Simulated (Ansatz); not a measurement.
ClCu, charge +1, doublet, geometry from GFN2-xTB (such geometries of metal compounds can be far from the true shape) (the multiplicity is a formal guess), atoms displaced at random by about 0.02 Å a coordinate.

Input for Ansatz (a quantum-chemistry and plane-wave program):
Ansatz 0.2 input:
```yaml
crystal:
  periodic: [false, false, false]
  atoms:
    - {symbol: Cu, position_ang: [0.02729799, -0.01705680, -0.80591024]}
    - {symbol: Cl, position_ang: [0.01807261, 0.02837008, 1.34477614]}
basis:
  gaussian:
    orbitals: def2-SVP
hamiltonian:
  xc: hf
total_charge: 1
magnetization: {spin_polarized: true, initial_magnetization: 1}
relax: {}
```

**Question.** Predict the Mulliken (on the basis functions themselves) charges in atom order from HF/def2-SVP run with Ansatz.

**Answer.** Cu1 0.85, Cl2 0.15

**Question.** Predict the number of basis functions from HF/def2-SVP.

**Answer.** 49

**Question.** Estimate the <S^2> that HF/def2-SVP returns for this input.

**Answer.** 0.756

**Question.** Give the total energy at the end of the optimisation at the level HF/def2-SVP.

**Answer.** -2097.7994 Eh
